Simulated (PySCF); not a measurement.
# Redox energetics: `[BH3-][NH2+]CCCC` (C4H14BN)

Molecule: `[BH3-][NH2+]CCCC` (C4H14BN). Coordinates in Å; atoms count from 1 in this order:
```
B    -3.0539   -0.2651    0.3373
N    -1.4466   -0.0785    0.5029
C    -0.7739    0.5749   -0.6303
C     0.7213    0.7652   -0.4409
C     1.5230   -0.5269   -0.3305
C     3.0205   -0.2901   -0.2173
H    -3.2078   -0.9665   -0.6570
H    -3.5084    0.8660    0.2005
H    -3.4284   -0.8099    1.3700
H    -1.0405   -1.0011    0.6661
H    -1.2770    0.4547    1.3580
H    -0.9910   -0.0377   -1.5184
H    -1.2838    1.5368   -0.7821
H     0.9066    1.3968    0.4478
H     1.0940    1.3495   -1.2990
H     1.3094   -1.1588   -1.2105
H     1.1873   -1.1094    0.5467
H     3.2633    0.3147    0.6710
H     3.5749   -1.2367   -0.1378
H     3.4048    0.2491   -1.0976
```

Computed at CAM-B3LYP-D3(BJ)/ma-def2-SVP // PBE0-D3(BJ)/def2-SVP with PySCF (density fitting, grid level 2). Thermal corrections: GFN2-xTB frequencies, unscaled, ideal gas at 298.15 K and 1 bar, quasi-RRHO entropy. These were taken at the GFN2-xTB minima.

Frontier levels of the parent: HOMO -9.02 eV, LUMO 0.38 eV.

Oxidation to the radical cation:
- Vertical ionisation energy (electronic): 10.18 eV
- Adiabatic ionisation energy (with zero-point energy): 8.67 eV
- Adiabatic, electronic part: 8.81 eV
- Vertical gap at the product's structure: 6.74 eV
- Inner reorganisation energy (four-point): 3437 meV
- Relaxation of product / of parent: 1366 / 2071 meV
- ⟨S²⟩ of the product: 0.752
- Largest spin populations: B1 0.58, H (on B1) 0.21, H (on B1) 0.21
- Largest changes of atomic charge: B1 0.26, H (on B1) 0.24, H (on B1) 0.24, H (on B1) 0.11
- Distances that move most (Å): B1–N2 1.627 → 1.532; B1–H 1.227 → 1.284; B1–H 1.226 → 1.283; N2–C3 1.471 → 1.514

Reduction to the radical anion:
```
Vertical electron affinity (electronic)              : -0.87 eV
Adiabatic electron affinity (with zero-point energy) : -0.64 eV
Adiabatic, electronic part                           : -0.92 eV
Vertical gap at the product's structure              : -0.79 eV
⟨S²⟩ of the product                                  : 0.750
Largest spin populations                             : N2 0.22, H (on N2) 0.17, H (on N2) 0.12, C5 0.09
Largest changes of atomic charge                     : H (on N2) -0.17, N2 -0.17, H (on N2) -0.13
Distances that move most (Å)                         : N2–H 1.022 → 1.059; N2–H 1.021 → 1.057; B1–N2 1.627 → 1.605; C5–H 1.105 → 1.121
```

Caveats: thermal terms of [C4H14BN]-• come from a GFN2-xTB structure of other bonding; structures of the anions come from def2-SVP, which lacks diffuse functions; ma-def2-SVP is a small basis, whose errors can reach tens of kJ/mol; the gas-phase radical anion comes out unbound at this level, so its gas-phase values hang on the basis; the relaxed radical anion lies 0.05 eV above the vertical state at this level, which can't hold for one state at its own minimum: the vertical value probably belongs to another state, whose extra electron only the basis set holds, so vertical and adiabatic values aren't comparable; the value from this structure is no true adiabatic energy; a negative vertical affinity means that the electron isn't bound at that structure, so the value and what is derived from it hang on the basis.
